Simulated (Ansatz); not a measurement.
Basis-set extrapolation for CH7BNP, SMILES `CB(N)P` (PBE0-D4/def2-TZVP geometry, frozen core, Ansatz). Multiplicity 1, RHF reference.

```csv
,def2-TZVPP,def2-QZVPP
HF,-461.930830,-461.946508
MP2 correlation,-0.652269,-0.697229
CCSD(T) correlation,-0.729841,not run
```

Energies in hartree. Use E(X) = E(∞) + A·exp(−7.88·√X) for Hartree–Fock and E(X) = E(∞) + B·X^(−2.97) for correlation, with X = 3 and 4, and add CCSD(T) minus MP2 of the smaller set to the MP2 limit.

**Question.** What is the CCSD(T) energy at the basis-set limit?

**Answer.** HF limit: -461.946508 + (-0.015678) × 0.13774 = -461.94867. MP2 limit: -0.697229 + (-0.044960) × 0.74074 = -0.73053. Higher-order term: -0.729841 − (-0.652269) = -0.07757. Total: -462.75677 hartree, 2.61 eV below CCSD(T)/def2-TZVPP.
